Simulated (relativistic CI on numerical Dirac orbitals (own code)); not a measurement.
Zr¹⁸⁺: computed level list

These numbers are calculated, not measured: Dirac-Coulomb-Breit CI, KLI orbitals optimised for each configuration, a model potential for QED, unscaled Slater integrals (own radial code, finite nucleus).

Configurations in the expansion (outside the closed core [Ne]): 3s²3p⁶3d⁴, 3s²3p⁵3d⁵, 3s3p⁶3d⁵, 3s²3p⁶3d³4s, 3s²3p⁶3d³4p, 3s²3p⁶3d³4d, 3s²3p⁶3d³4f, 3s²3p⁵3d⁴4s, 3s²3p⁵3d⁴4p, 3s²3p⁶3d²4s4p, 3s²3p⁶3d³5s, 3s²3p⁶3d³5p, 3s3p⁶3d⁴4s, 3s²3p⁶3d³5d, 3s²3p⁶3d²4p4d, 3s²3p⁶3d³5g, 3s²3p⁶3d³6s, 3s²3p⁶3d³6d, 3s3p⁶3d⁴4d, 3s3p⁶3d⁴5s, 3p⁶3d⁶, 3p⁵3d⁷, 3s²3p⁶3d²4s², 3s²3p⁶3d4s²4p, 3s²3p⁶3d4s²4d, 3s²3p⁶3d4s²4f, 3s²3p⁶3d²4p², 3s²3p⁶3d4s4p², 3s²3p⁶3d4p³, 3s²3p⁶3d4p²4d, 3s²3p⁶3d4p²4f, 3s²3p⁶3d²4s4d, 3s²3p⁶3d4s4p4d, 3s²3p⁶3d4s4d², 3s²3p⁶3d4s4d4f, 3p⁶3d⁵4s, 3p⁵3d⁶4s, 3s²3p⁶3d²4d², 3s²3p⁶3d4p4d², 3s²3p⁶3d4d³, 3s²3p⁶3d4d²4f, 3s3p⁶3d³4s², 3s3p⁶3d²4s²4p, 3s3p⁶3d²4s²4d, 3s3p⁶3d²4s²4f, 3p⁶3d⁴4s², 3p⁵3d⁵4s², 3p⁶3d³4s²4p, 3p⁶3d³4s²4d, 3p⁶3d³4s²4f. Double excitations out of closed p, d and f shells are left out; levels of such configurations are missing from the list, as are those of other unlisted configurations, and high levels can miss mixing partners. These lack a partner that the ground configuration has and come out too high: 3s²3p⁵3d⁴4p.

The lowest level is 3s²3p⁶3d⁴ ⁵D0, with 87 % of that term; Hund's rules for 3s²3p⁶3d⁴ give ⁵D with J = 0, in agreement.

```tsv
No.	Configuration	Term	J	E (eV)	%	Lifetime (s)	jj configuration (%)
1	3s²3p⁶3d⁴	⁵D	0	0.000	87		3d3/2^4 (52)
2	3s²3p⁶3d⁴	⁵D	1	0.733	94	9.90e-02	3d3/2^3 3d5/2 (72)
3	3s²3p⁶3d⁴	⁵D	2	1.639	97	4.80e-02	3d3/2^2 3d5/2^2 (65)
4	3s²3p⁶3d⁴	⁵D	3	2.556	96	5.57e-02	3d3/2^2 3d5/2^2 (52)
5	3s²3p⁶3d⁴	⁵D	4	3.427	92	1.12e-01	3d3/2^2 3d5/2^2 (41)
6	3s²3p⁶3d⁴	³P	0	8.182	76	5.91e-04	3d3/2^2 3d5/2^2 (44)
7	3s²3p⁶3d⁴	³H	4	9.035	64	5.97e-03	3d3/2^3 3d5/2 (68)
8	3s²3p⁶3d⁴	³H	5	10.465	83	2.51e-02	3d3/2^2 3d5/2^2 (95)
9	3s²3p⁶3d⁴	³P	1	10.616	90	7.61e-04	3d3/2^2 3d5/2^2 (48)
10	3s²3p⁶3d⁴	³G	3	10.732	55	1.98e-03	3d3/2^2 3d5/2^2 (54)
11	3s²3p⁶3d⁴	³F	2	11.159	89	1.84e-03	3d3/2^2 3d5/2^2 (54)
12	3s²3p⁶3d⁴	³H	6	11.209	88	2.81e-01	3d3/2^2 3d5/2^2 (74)
13	3s²3p⁶3d⁴	³F	4	12.021	46	1.37e-03	3d3/2 3d5/2^3 (46)
14	3s²3p⁶3d⁴	³P	2	13.104	74	2.04e-03	3d3/2^2 3d5/2^2 (58)
15	3s²3p⁶3d⁴	³G	4	13.160	53	3.53e-03	3d3/2^2 3d5/2^2 (81)
16	3s²3p⁶3d⁴	³F	3	13.542	57	1.74e-03	3d3/2 3d5/2^3 (68)
17	3s²3p⁶3d⁴	³G	5	14.440	83	3.69e-03	3d3/2 3d5/2^3 (95)
18	3s²3p⁶3d⁴	³D	3	15.088	89	1.39e-03	3d3/2^2 3d5/2^2 (40)
19	3s²3p⁶3d⁴	³D	2	15.720	56	9.49e-04	3d3/2 3d5/2^3 (42)
20	3s²3p⁶3d⁴	¹I	6	15.898	88	2.70e-03	3d3/2 3d5/2^3 (74)
21	3s²3p⁶3d⁴	³D	1	16.270	94	8.78e-04	3d3/2 3d5/2^3 (65)
22	3s²3p⁶3d⁴	¹G	4	17.638	62	8.67e-04	3d5/2^4 (56)
23	3s²3p⁶3d⁴	¹S	0	18.231	85	6.58e-04	3d3/2 3d5/2^3 (70)
24	3s²3p⁶3d⁴	¹D	2	19.894	67	7.61e-04	3d3/2^2 3d5/2^2 (51)
25	3s²3p⁶3d⁴	¹F	3	21.199	81	1.17e-03	3d3/2 3d5/2^3 (64)
26	3s²3p⁶3d⁴	³P	2	24.029	90	1.01e-03	3d3/2^2 3d5/2^2 (56)
27	3s²3p⁶3d⁴	³F	4	24.673	90	6.48e-04	3d3/2^2 3d5/2^2 (74)
28	3s²3p⁶3d⁴	³F	2	25.268	89	6.79e-04	3d3/2^2 3d5/2^2 (45)
29	3s²3p⁶3d⁴	³F	3	25.639	87	1.22e-03	3d3/2 3d5/2^3 (91)
30	3s²3p⁶3d⁴	³P	1	26.220	99	6.42e-04	3d3/2 3d5/2^3 (89)
31	3s²3p⁶3d⁴	³P	0	27.286	96	8.74e-04	3d5/2^4 (56)
32	3s²3p⁶3d⁴	¹G	4	28.214	91	6.15e-04	3d3/2 3d5/2^3 (74)
33	3s²3p⁶3d⁴	¹D	2	36.157	98	4.93e-04	3d3/2^2 3d5/2^2 (52)
34	3s²3p⁶3d⁴	¹S	0	46.387	98	2.02e-04	3d3/2^2 3d5/2^2 (59)
35	3p⁵3d⁵(6S)	⁷P°	4	113.388	97	4.99e-08	3p3/2^3 3d3/2^2 3d5/2^3 (40)
36	3p⁵3d⁵(6S)	⁷P°	3	117.643	83	7.69e-10	3p3/2^3 3d3/2^2 3d5/2^3 (35)
37	3p⁵3d⁵(6S)	⁷P°	2	121.450	56	5.17e-10	3p3/2^3 3d3/2^3 3d5/2^2 (27)
38	3p⁵3d⁵(4D)	⁵P°	1	125.101	95	2.41e-09	3p3/2^3 3d3/2^2 3d5/2^3 (44)
39	3p⁵3d⁵(4G)	⁵G°	6	125.934	80	5.56e-08	3p3/2^3 3d3/2^2 3d5/2^3 (46)
40	3p⁵3d⁵(4G)	⁵G°	5	126.573	74	2.05e-09	3p3/2^3 3d3/2^3 3d5/2^2 (50)
41	3p⁵3d⁵(4P)	⁵D°	4	126.658	52	5.00e-10	3p3/2^3 3d5/2 (49)
42	3p⁵3d⁵(4G)	⁵G°	4	127.437	63	3.18e-10	3p3/2^3 3d3/2^2 3d5/2^3 (43)
43	3p⁵3d⁵(4G)	⁵G°	3	127.906	72	4.35e-10	3p3/2^3 3d3/2^3 3d5/2^2 (41)
44	3p⁵3d⁵(4G)	⁵G°	2	128.297	64	3.91e-10	3p3/2^3 3d3/2^3 3d5/2^2 (35)
45	3p⁵3d⁵(4P)	⁵D°	3	129.175	61	1.02e-10	3p3/2^3 3d3/2^3 3d5/2^2 (64)
```

Energies count from the lowest computed level; ° marks odd parity; lifetimes are radiative, by E1, M1, E2, M2, E3 decay to levels of this space only. Percentages are summed over parent terms; the parents shown are those of the largest component, closed shells are left out there. Filled j subshells are mostly left out of the jj labels.

The mean weight of the leading LS term, summed over parents, in these 45 levels is 80 %, and that of the leading jj configuration (from the same eigenvectors) 58 %, so LS coupling describes them better.

At this charge energies of transitions that change n are usually good to better than 1 %, and those within a shell (Δn = 0) to a few per cent. Terms inside the open d or f shell come out 10 to 20 % too wide with unscaled integrals.

Landé's interval rule says that E(J) − E(J−1) = AJ with one A. For the ground term the intervals give A = 5912.3, 3654.4, 2464.6, 1756.0 cm⁻¹ for J = 1, 2, 3, 4; the multiplet is regular.

LS names give the leading component of a level, which can be under half, so a name can repeat, a term be missing and a line seem to break the LS rules.
